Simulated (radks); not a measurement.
Results of a calculation; reference values are marked as such.
Effect of the nuclear size on neutral vanadium, [Ar] 3d3 4s2. Level of theory: Dirac Kohn-Sham, exchange-only LDA, spin-unpolarised, spherical densities, finite nucleus; open shells fill j = l - 1/2 first; Fermi nuclear charge, rms radius 3.6002 fm (a radial shooting solver on a logarithmic mesh with Libxc functionals). The rms radius is varied about that value; shifts are against it.

[
 {"rms radius (fm)": "3.2186", "total energy shift (eV)": "-0.0119", "density at nucleus (e/bohr^3)": "9863", "1s1/2 shift (meV)": "-5.04", "2s1/2 shift (meV)": "-0.428", "2p1/2 shift (meV)": "0.055", "3s1/2 shift (meV)": "-0.057"},
 {"rms radius (fm)": "3.2618", "total energy shift (eV)": "-0.0106", "density at nucleus (e/bohr^3)": "9859", "1s1/2 shift (meV)": "-4.50", "2s1/2 shift (meV)": "-0.382", "2p1/2 shift (meV)": "0.049", "3s1/2 shift (meV)": "-0.051"},
 {"rms radius (fm)": "3.6002", "total energy shift (eV)": "0", "density at nucleus (e/bohr^3)": "9826", "1s1/2 shift (meV)": "0.000", "2s1/2 shift (meV)": "0.000", "2p1/2 shift (meV)": "0.000", "3s1/2 shift (meV)": "0.000"},
 {"rms radius (fm)": "3.7802", "total energy shift (eV)": "0.00606", "density at nucleus (e/bohr^3)": "9810", "1s1/2 shift (meV)": "2.57", "2s1/2 shift (meV)": "0.218", "2p1/2 shift (meV)": "-0.028", "3s1/2 shift (meV)": "0.029"},
 {"rms radius (fm)": "4.457", "total energy shift (eV)": "0.0314", "density at nucleus (e/bohr^3)": "9756", "1s1/2 shift (meV)": "13.3", "2s1/2 shift (meV)": "1.13", "2p1/2 shift (meV)": "-0.144", "3s1/2 shift (meV)": "0.151"}
]

Slopes of the eigenvalues against <r^2> in GHz/fm^2, as finite differences over the two radii next to the reference (eigenvalue slopes, not the field-shift constants of lines): 1s1/2 468, 2s1/2 39.7, 2p1/2 -5.07, 3s1/2 5.30.
